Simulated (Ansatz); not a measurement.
Reaction (ligand exchange at the Si–N bond): `O=C=N[SiH2]Cl` + `[SiH3]N[SiH2]Cl` → `[SiH3]N([SiH2]Cl)[SiH2]Cl` + `N=C=O`

Program: Ansatz. Geometries: PBE0-D4/def2-TZVP. ΔE: electronic, gas phase. CCSD(T)/CBS is the MP2 limit (def2-TZVPP, def2-QZVPP) plus CCSD(T) − MP2 in def2-TZVPP, frozen cores. This one scheme is used for every species. Functionals use def2-TZVPP. B3LYP here is the variant with VWN-RPA as its local correlation; programs differ in this. Each species was taken in one conformer, which may not be the lowest.

| level | ΔE (kJ/mol) | difference from CCSD(T)/CBS |
| --- | --- | --- |
| PBE-D4 | 29.3 | -1.8 |
| r2SCAN-D4 | 33.2 | 2.1 |
| PBE0-D4 | 31.5 | 0.4 |
| B3LYP-D4 | 35.4 | 4.3 |
| ωB97X-V | 34.3 | 3.2 |
| ωB97M-V | 30.9 | -0.2 |
| B2PLYP | 44.5 | 13.4 |
| PBE | 40.1 | 9.0 |
| r2SCAN | 35.9 | 4.8 |
| PBE0 | 41.1 | 10.0 |
| B3LYP | 53.1 | 22.0 |
| HF/def2-TZVPP | 62.8 | 31.7 |
| MP2/def2-TZVPP | 31.8 | 0.7 |
| SCS-MP2/def2-TZVPP | 36.6 | 5.5 |
| CCSD/def2-TZVPP | 36.8 | 5.7 |
| CCSD(T)/def2-TZVPP | 32.0 | 0.9 |
| HF/def2-QZVPP | 62.7 | 31.6 |
| MP2/def2-QZVPP | 31.3 | 0.2 |
| SCS-MP2/def2-QZVPP | 36.4 | 5.3 |
| HF/CBS(def2) | 62.7 | 31.6 |
| MP2/CBS(def2) | 30.9 | -0.2 |
| CCSD/CBS(def2) | 35.9 | 4.8 |
| CCSD(T)/CBS | 31.1 | 0 |

Largest T1 diagnostic among the species: 0.018.

The D4 term adds −17.7 kJ/mol with B3LYP and −9.6 kJ/mol with PBE0; it sums over pairs of atoms, weighted by their polarisabilities, and B3LYP, whose exchange is more repulsive, gets the larger term. In def2-TZVPP, CCSD(T) changes the Hartree–Fock value by −30.8 kJ/mol (the triples alone add −4.8 kJ/mol) and MP2 by −30.9 kJ/mol.
